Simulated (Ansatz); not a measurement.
Ansatz (a program for electronic structure) input:

Ansatz 0.2 input:
```yaml
crystal:
  periodic: [false, false, false]
  atoms:
    - {symbol: Fe, position_ang: [0.00000000, 0.00000000, 0.00000000]}
    - {symbol: F, position_ang: [0.00000000, 0.00000000, 1.75867344]}
    - {symbol: F, position_ang: [-0.00000000, -0.00000000, -1.75867344]}
basis:
  gaussian:
    orbitals: def2-TZVPD
hamiltonian:
  xc: {name: r2SCAN0}
magnetization: {spin_polarized: true, initial_magnetization: 4}
output: {forces: true}
```

**Question.** Predict the final energy.

**Answer.** -1463.43003 Eh (r2SCAN0/def2-TZVPD). The basis has 128 functions.

The spin state was set by rule; other spins were not relaxed.
